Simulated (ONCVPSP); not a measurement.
dysprosium, ONCV: configuration errors across variants

```json
{
 "Element": "dysprosium (Dy)",
 "Generator": "ONCVPSP 4.0.1",
 "Type": "optimised norm-conserving Vanderbilt (ONCV)",
 "Functional": "revPBE",
 "Relativity": "scalar-relativistic",
 "Frozen core": "[Kr] 4d10 4f9",
 "Valence charge": "11",
 "Reference configuration": "5s2 5p6 5d1 (charge +2)",
 "Partial waves": "5s: rc 1.90 bohr, ncon 4, nbas 8, qcut 6.6 1/bohr, 2 projectors, debl 2.6 Ha; 5p: rc 2.35 bohr, ncon 4, nbas 8, qcut 6.1 1/bohr, 2 projectors, debl 2.5 Ha; 5d: rc 2.85 bohr, ncon 5, nbas 9, qcut 5.1 1/bohr, 2 projectors, debl 2.3 Ha; f scattering state at 0.35 Ha: rc 1.90 bohr, ncon 4, nbas 7, qcut 5.9 1/bohr, local",
 "Local potential": "the f channel",
 "Core correction": "polynomial model core, fcfact 0.25"
}
```

All-electron excitation energies from the reference (eV): (1) 5s2 5p6 5d1 6s2 -19.051; (2) 5s2 5p6 5d1 6s1 -12.285; (3) 5s2 5p6 5d0 19.826; (4) 5s2 5p6 5d1.5 6s1.5 -18.035.

1 further variants failed, have other tests or too few solved ones, and are left out.

A true bound ghost makes a file unfit for plane-wave use even where its test errors are small: the radial tests pick states by their node count and pass the ghost by.

Errors AE − PS in meV (a dash: test not solved or not reliable):

| change | (1) | (2) | (3) | (4) | bound ghosts | GHOST(+) flags above zero |
| --- | --- | --- | --- | --- | --- | --- |
| base | -13 | -4.6 | -55 | -21 | s | p |
| p: ncon 5, nbas 9 | -13 | -4.7 | -56 | -21 | s | p |
| all radii but the core radius scaled by about 0.86 (s 1.64, p 2.02, d 2.46, f 1.64 bohr) | -7.9 | -1.9 | -62 | -17 | s, p | s, d |
| f: nproj 1; local potential polynomial inside 1.60 bohr (lpopt 5, dvloc0 4 Ha) | -10 | -3.0 | -56 | -19 | f | none |
| d: qcut 3.2 | -15 | -5.8 | -8.4 | -23 | s | p, d |
| core correction polynomial model core, fcfact 0.94 | -13 | -4.7 | -55 | -21 | s | p |

**Question.** Give the same row for: core correction none.

**Answer.** +61, +21, -25, +44; bound ghosts: s; GHOST(+) flags above zero: p.
